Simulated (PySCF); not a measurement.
Isomers C₆H₁₃P:

A. SMILES [C@H]1(C)[P@](=C)(C)CC1
B. `CC=P1(CC)CC1`
C. `CC(C)C1CPC1`

Spectrum 1. $^{13}$C{$^{1}$H} NMR (computed): δ 32.1 (CH2), 29.5 (CH), 17.2 (CH3), 16.7 (CH2), 11.6 (CH3).

Spectrum 2. $^{13}$C{$^{1}$H} NMR (computed): δ 53.9 (CH), 43.1 (CH), 23.9 (CH2), 20.4 (CH3).

Spectrum 3. $^{13}$C{$^{1}$H} NMR (computed): δ 37.8 (CH), 32.6 (CH3), 29.8 (CH2), 26.1 (CH2), 16.0 (CH3), -8.8 (CH2).

Level of theory: shieldings: GIAO PBE0/pcSseg-1, geometry from GFN2-xTB, in PySCF 2.14.0 with density-fitted response routines (gas phase, single conformer, fast rotation and ring inversion assumed for equivalent nuclei, non-relativistic Hamiltonian).

Chemical shifts δ = σref − σ; $^{13}$C (σref 186.93) against TMS, all at this level. Splittings of carbon signals by F and P are missing where no couplings were computed. Shifts are as computed. Against solution values, carbons near 30 ppm lie about +3 ppm off and those near 130 ppm about +5 ppm. Of 1211 compounds with measured shifts, 218 miss one by over three times the rms of a fit or turn the order of signals round; such compounds aren't used in these exercises.

**Question.** Which spectrum belongs to which compound?

**Answer.** 1–B, 2–C, 3–A.

- Spectrum 1 (B): 5 $^{13}$C signals; δC 17.2 is a methyl carbon; δC 16.7 is a three-membered-ring carbon.
- Spectrum 2 (C): 4 $^{13}$C signals; δC 53.9 is an sp3 CH in a ring; δC 43.1 is an sp3 CH.
- Spectrum 3 (A): 6 $^{13}$C signals; δC 29.8 is an sp3 CH2 in a ring; δC 16.0 is a methyl carbon.
